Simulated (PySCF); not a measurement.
Electron correlation in C²⁺ (carbon, charge +2)

[He] 2s1 3s1, high-spin 3S determinant (an excited configuration). All numbers are calculated (PySCF 2.14, scalar relativity by spin-free X2C-1e, in dyall-acv3z (15s9p4d2f, 76 functions)). Frozen: 1s2; 2 electrons correlated; the 13 highest virtual orbitals of each spin left out.

With two correlated electrons CCSD is exact within the correlated space (frozen core and kept virtual orbitals).

```
level  correlation energy (mhartree)
 CCSD                         -11.60
```

Diagnostics: T1 = 0.0081, D1 = 0.0161, largest double amplitude 0.084.

Task: Is a single reference adequate?

Result: Mostly. T1 lies below 0.03, but a double amplitude of this size points to a near-degeneracy that CCSD handles and MP2 describes poorly.
